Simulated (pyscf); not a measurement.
**H₂N–GeH₂–Cl, singlet**

Gas-phase minimum from PySCF at ωB97X-D3(BJ)/def2-SVP, one conformer. 

SMILES: [NH2][GeH2][Cl]
```xyz
7

N     -0.4803     1.6499    -0.6090
Ge     0.0962    -0.0618    -0.7806
Cl    -0.9896    -1.1487    -2.3232
H     -1.4371     1.7646    -0.2841
H     -0.3247     2.2530    -1.4128
H      1.5600    -0.0456    -1.2208
H     -0.1685    -0.8030     0.5298
```
Charge 0, spin multiplicity 1.

Bonded distances (Å): N1–Ge2 1.814, N1–H4 1.017, N1–H5 1.017, Ge2–Cl3 2.177, Ge2–H6 1.529, Ge2–H7 1.529. Bond angles (°): Ge2–N1–H4 115.8, Ge2–N1–H5 115.9, H4–N1–H5 109.2, N1–Ge2–Cl3 112.3, N1–Ge2–H6 108.8, N1–Ge2–H7 108.7, Cl3–Ge2–H6 106.2, Cl3–Ge2–H7 106.2, H6–Ge2–H7 114.7.

Properties at ωB97X-D3(BJ)/def2-SVP:

| Quantity | Result |
|---|---|
| Harmonic wavenumbers, unscaled | 191, 234, 421, 493, 542, 706, 734, 834, 868, 923, 1565, 2230, 2233, 3591, 3686 cm⁻¹ |
| Zero-point energy | 27.5 kcal/mol |
| Rotational symmetry number | 1 |
| Entropy of this conformer at 298 K and 1 atm, rigid rotor and harmonic oscillator, modes under 100 cm⁻¹ raised to 100 | 305.9 J/(mol K) |
| Dipole moment | 1.77 D |

Single-point totals, which compare only within one level (frozen core for MP2 and CC):

```json
[
 {"level": "ωB97X-D3(BJ)/def2-TZVP", "total energy (hartree)": "-2594.44070"},
 {"level": "PBE/def2-TZVP", "total energy (hartree)": "-2593.87684"},
 {"level": "r²SCAN/def2-TZVP", "total energy (hartree)": "-2594.38306"},
 {"level": "B3LYP-D3(BJ)/def2-TZVP", "total energy (hartree)": "-2594.52749"},
 {"level": "PBE0-D3(BJ)/def2-TZVP", "total energy (hartree)": "-2593.97938"},
 {"level": "M06-2X/def2-TZVP", "total energy (hartree)": "-2594.41773"},
 {"level": "ωB97M-D3(BJ)/def2-TZVP", "total energy (hartree)": "-2594.53807"},
 {"level": "HF/def2-TZVPP", "total energy (hartree)": "-2591.74440"},
 {"level": "MP2/def2-TZVPP", "total energy (hartree)": "-2592.40926"},
 {"level": "CCSD/def2-TZVPP", "total energy (hartree)": "-2592.43880"},
 {"level": "CCSD(T)/def2-TZVPP", "total energy (hartree)": "-2592.46528"}
]
```

Soft torsions are taken as harmonic, which can shift the entropy by several J/(mol K). The CCSD(T) − MP2 part came from Ansatz, without density fitting, on the same reference. The frozen core leaves the outer d or s,p core shells of the metals and heavy elements correlated in the MP2 and CC values, and def2-TZVPP describes them poorly, so these totals are far from the basis limit. Elements up to Kr have no core potential and no relativistic terms here.
